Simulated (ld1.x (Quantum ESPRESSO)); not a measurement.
# Varying the TM potential for nitrogen

Base potential:

N (Z = 7), norm-conserving Troullier–Martins (Kleinman–Bylander form), made with ld1.x (Quantum ESPRESSO) 7.5 (PBE, scalar-relativistic). Core [He], reference 2s1.5 2p3.5. Waves: 2s (bound): rc 0.75 bohr; 3d channel at 0.15 Ry: rc 1.65 bohr; 2p (bound): rc 1.55 bohr. Local part: the p channel. Core correction: a·sin(br)/r model core inside 0.35 bohr.

All-electron outer shells of the reference configuration (PBE, scalar-relativistic, ld1.x):

```
shell  level (eV)  outermost node (bohr)  outermost maximum (bohr)
   1s     -385.14                      –                      0.15
   2s      -18.81                   0.32                      1.02
   2p       -7.30                      –                      0.97
```

Cutoffs, loose and tight: the cutoffs (Ry, on a coarse ladder) from which the occupation-weighted sum of valence levels, in a spherical-Bessel basis at the reference potential, stays within 10 and 1 mRy of its value at 400 Ry. They do not see the model core or the augmentation charge, which bear on the density cutoff. Test errors are all-electron minus pseudo excitation energies from the reference, over the configurations 2s2 2p3; 2s2 2p2; 2s2 2p1; 2s1 2p4; 2s1 2p0; 2s2 2p3.3; 2s2 2p0. A dash means not determined; rows that change the core or the reference have their own tests.

```tsv
change	outcome	cutoff, loose	cutoff, tight	bound ghosts	largest test error (meV)
base	generated	90 Ry	160 Ry	none	+1154
wave 2p (bound): rc 1.55 bohr becomes 2p (bound): rc 1.22 bohr	generated	90 Ry	160 Ry	none	+518
wave 2p (bound): rc 1.55 bohr becomes 2p (bound): rc 1.38 bohr	generated	90 Ry	160 Ry	none	+806
wave 2p (bound): rc 1.55 bohr becomes 2p (bound): rc 1.52 bohr	generated	90 Ry	160 Ry	none	+1154
wave 2p (bound): rc 1.55 bohr becomes 2p (bound): rc 1.68 bohr	generated	90 Ry	160 Ry	none	+1657
wave 2p (bound): rc 1.55 bohr becomes 2p (bound): rc 1.82 bohr	generated	90 Ry	160 Ry	none	+2175
wave 2p (bound): rc 1.55 bohr becomes 2p (bound): rc 2.04 bohr	generated	90 Ry	160 Ry	none	+3099
wave 2p (bound): rc 1.55 bohr becomes 2p (bound): rc 2.18 bohr	generated	90 Ry	160 Ry	none	+4009
wave 2p (bound): rc 1.55 bohr becomes 2p (bound): rc 2.36 bohr	generated	90 Ry	160 Ry	none	+5133
```

Problem. What comes out with this change to the base: wave 2p (bound): rc 1.55 bohr becomes 2p (bound): rc 1.00 bohr?

Solution. outcome: generated; cutoff, loose: 100 Ry; cutoff, tight: 200 Ry; bound ghosts: none; largest test error (meV): +264.

Reading the sweep of the p radius (base included, trends over the rows without a ghost): The loose cutoff stays near 90 Ry. The median size of the test errors (rows with all tests solved) rises from 5.2 meV at 1 to 124.3 meV at 2.36 bohr. More of the atom is replaced by a form fitted at one configuration, so other configurations suffer as the radius grows.
